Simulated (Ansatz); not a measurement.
`CC(Cl)BCl`, relaxed with RKS PBE0-D4/def2-TZVP in Ansatz from a PBE-D4/def2-SVP geometry. The force threshold is 0.005 eV/Å; the program also tests the step.

Charge 0, multiplicity 1.

Start:

```xyz
10

C     0.323    0.271    1.246
C    -0.203    0.420   -0.165
Cl    1.126    1.043   -1.315
B    -0.342   -0.843   -1.092
Cl   -1.613   -0.933   -2.310
H     0.656    1.240    1.669
H     1.166   -0.447    1.291
H    -0.493   -0.119    1.890
H    -1.019    1.162   -0.249
H     0.399   -1.795   -0.965
```

| step | energy (eV) | largest force (eV/Å) | largest move (Å) |
| --- | --- | --- | --- |
| 1 | -27868.3585 | 0.507 | 0.000 |
| 2 | -27868.3922 | 0.253 | 0.028 |
| 3 | -27868.3950 | 0.229 | 0.056 |
| 4 | -27868.3991 | 0.138 | 0.028 |
| 5 | -27868.3998 | 0.108 | 0.019 |
| 6 | -27868.4003 | 0.075 | 0.004 |
| 7 | -27868.4007 | 0.038 | 0.018 |
| 8 | -27868.4007 | 0.022 | 0.004 |
| 9 | -27868.4007 | 0.012 | 0.002 |
| 10 | -27868.4007 | 0.002 | 0.002 |

End:

```xyz
10

C     0.321    0.265    1.228
C    -0.183    0.426   -0.181
Cl    1.133    1.069   -1.272
B    -0.351   -0.848   -1.070
Cl   -1.614   -0.938   -2.273
H     0.637    1.221    1.651
H     1.158   -0.432    1.271
H    -0.487   -0.132    1.850
H    -0.994    1.149   -0.257
H     0.380   -1.780   -0.946
```

Run time 13 s (4 threads of an AMD EPYC 9R45 on a shared host); peak host memory 0.56 GiB.
